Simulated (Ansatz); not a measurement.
Two isomers of CH8N2Si2: A = `C=N[SiH2]N[SiH3]`, B = `[SiH3][SiH]1NCN1`.

Computed with Ansatz on PBE0-D4/def2-TZVP structures; ΔE is electronic, products minus reactants. CCSD(T)/CBS adds triple-zeta CCSD(T) − MP2 to the extrapolated MP2 energy (def2 sets, frozen cores). Functionals use def2-TZVPP. B3LYP here is the variant with VWN-RPA as its local correlation; programs differ in this. Each species was taken in one conformer, which may not be the lowest.

(1) Which is lower in electronic energy at CCSD(T)/CBS, and by how much? (Best estimate.)

(2) Give E(B) − E(A) in kJ/mol with PBE0-D4, ωB97M-V, B3LYP, MP2/def2-TZVPP, CCSD/def2-TZVPP, r2SCAN-D4, PBE-D4. (Estimate.)

Largest T1 diagnostic: 0.012.

Results:

(1) The calculation gave: A, by 104.7 kJ/mol.

(2) Computed: PBE0-D4 73.7, ωB97M-V 103.2, B3LYP 112.3, MP2/def2-TZVPP 108.5, CCSD/def2-TZVPP 108.2, r2SCAN-D4 94.5, PBE-D4 76.3. None reverses the order clearly.

In def2-TZVPP, CCSD(T) changes the Hartree–Fock value by −27.9 kJ/mol (the triples alone add −0.4 kJ/mol) and MP2 by −27.2 kJ/mol.
